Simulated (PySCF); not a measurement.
C4H4O4.
Bonds: C1–C2, C2–O3, O3–C4, C4–O5 (double), C4–O6, O6–C7, C7–O8, C2–C7 (double). Hydrogens: H9, H10, H11 on C1; H12 on O8.

NICS = −σ at a ghost point: NICS(0) at the centroid of the ring atoms, NICS(1) 1 Å to either side along the normal of their mean plane, zz for the tensor component along that normal. Level: GIAO PBE0/pcSseg-1 (PySCF, non-relativistic, gas phase) on the GFN2-xTB geometry, one conformer.

Ring bond lengths (Å), with Mayer bond orders in brackets: C2–O3 1.391 (0.90), O3–C4 1.338 (1.10), C4–O6 1.366 (1.01), O6–C7 1.375 (0.95), C7–C2 1.341 (1.71).

Q: What do the NICS probes read (ppm)?

A: 
| ring | type | NICS(0) | NICS(1), two faces | NICS(1)zz, two faces | rms pucker (Å) | centre to ring atoms, mean (Å) |
| --- | --- | --- | --- | --- | --- | --- |
| C2–O3–C4–O6–C7 | 5-membered ring with 2 O; bonds drawn aromatic by RDKit's count | -8.6 | -4.4 / -4.4 | -8.2 / -8.2 | 0.00 | 1.16 |

Q: What do they say, and how far can they be read as aromaticity?

A: 
- C2–O3–C4–O6–C7: mean NICS(1)zz -8.2 ppm, shielded. That is too small in size for a clear verdict by the NICS criterion.

Q: How equal are the bonds by HOMA? HOMA = 1 − mean of α(R − Ropt)² over the ring bonds, with Krygowski's 1993 parameters (CC: Ropt 1.388 Å, α 257.7 Å⁻²; CO: Ropt 1.265 Å, α 157.38 Å⁻²).

A: 
- C2–O3–C4–O6–C7: HOMA -0.48; the largest term is that of C2–O3, α(R − Ropt)² = 2.49.

Hardware: an Intel Xeon Platinum 8259CL at 2.50 GHz with one thread (shared host). Cost: 24 s of wall time, 0.72 GiB resident at most. This is the whole shielding run at PBE0/pcSseg-1, SCF included.

Shape of the structure used: `[CH3:1][c:2]1[o:3][c:4](=[O:5])[o:6][c:7]1[OH:8]`: H–O8–C7–O6 -1°.
